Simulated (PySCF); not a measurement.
## Telling isomers of C$_{5}$H$_{9}$FO$_{2}$Si apart by NMR

No solvent, single conformer, non-relativistic, rapidly exchanging positions averaged. Shielding tensors at PBE0/pcSseg-1 (GIAO); GFN2-xTB geometry; PySCF 2.14.0 with density-fitted response routines.

Scale: TMS for ¹H, ¹³C (reference shieldings calculated alike). Splittings of carbon signals by F and P are missing where no couplings were computed. Where no couplings were computed, multiplicities follow the n + 1 count of equivalent neighbours, and m marks all less simple cases (inequivalent or close neighbours, rings, F or P nearby). Shifts are as computed. Against solution values, carbons near 30 ppm lie about +3 ppm off and those near 130 ppm about +5 ppm. Of 1309 compounds with measured shifts, 239 miss one by over three times the rms of a fit or turn the order of signals round; such compounds aren't used in these exercises.

(1) Tabulate the signals of `CC(=O)[Si@@H](C=O)[C@@H](C)F`, `COC[SiH2]/C(F)=C\C=O`, `CO[C@@H]1C=C(F)[SiH2]OC1` and their relative energies.

(2) What is the quickest way to tell CC(=O)[Si@@H](C=O)[C@@H](C)F from CO[C@@H]1C=C(F)[SiH2]OC1?

(3) What is the quickest way to tell CC(=O)[Si@@H](C=O)[C@@H](C)F from COC[SiH2]/C(F)=C\C=O?

(4) What is the quickest way to tell COC[SiH2]/C(F)=C\C=O from CO[C@@H]1C=C(F)[SiH2]OC1?

Results:

(1) 
```json
{"SMILES": "CC(=O)[Si@@H](C=O)[C@@H](C)F", "carbon types": "1×C 2×CH 2×CH3", "δC": "247.8, 242.4, 87.1, 43.9, 20.9", "δH": "12.32 (m, 1H), 5.31 (m, 1H), 4.83 (m, 1H), 2.62 (s, 3H), 1.64 (m, 3H)", "E rel. (kcal/mol)": "8.1"}
{"SMILES": "COC[SiH2]/C(F)=C\\C=O", "carbon types": "1×C 2×CH 1×CH2 1×CH3", "δC": "199.2, 195.7, 136.5, 65.2, 64.0", "δH": "9.97 (m, 1H), 6.62 (m, 1H), 4.68 (m, 2H), 3.52 (s, 3H), 3.44 (t, 2H)", "E rel. (kcal/mol)": "24.0"}
{"SMILES": "CO[C@@H]1C=C(F)[SiH2]OC1", "carbon types": "1×C 2×CH 1×CH2 1×CH3", "δC": "182.8, 128.5, 77.7, 62.4, 57.4", "δH": "6.75 (m, 1H), 5.15 (m, 1H), 5.03 (m, 1H), 4.48 (m, 1H), 3.81 (m, 1H), 3.56 (m, 1H), 3.46 (s, 3H)", "E rel. (kcal/mol)": "0.0"}
```

Energies are electronic energies at PBE0/pcSseg-1 on these geometries, without zero-point or thermal terms, each for the one conformer computed, which needn't be the lowest.

(2) Both give the same number of carbon signals, but DEPT or the intensities differ. The first has a carbonyl carbon (CH) at 247.8 ppm, the second an sp3 CH2 bonded to O at 62.4 ppm. Their most deshielded carbons lie at 247.8 and 182.8 ppm. In the proton spectra the most deshielded non-exchanging signals are 12.32 (m, 1H) and 6.75 (m, 1H).

(3) Both give the same number of carbon signals, but DEPT or the intensities differ. The first has a carbonyl carbon (CH) at 247.8 ppm, the second an sp3 CH2 bonded to O and Si at 64.0 ppm. Their most deshielded carbons lie at 247.8 and 199.2 ppm. In the proton spectra the most deshielded non-exchanging signals are 12.32 (m, 1H) and 9.97 (m, 1H).

(4) Both give the same number of carbon signals, with the same numbers of each carbon type, so the positions decide. The first has an aldehyde carbonyl carbon (CH) at 195.7 ppm, the second an allylic sp3 CH bonded to O at 77.7 ppm. Their most deshielded carbons lie at 199.2 and 182.8 ppm. In the proton spectra the most deshielded non-exchanging signals are 9.97 (m, 1H) and 6.75 (m, 1H).
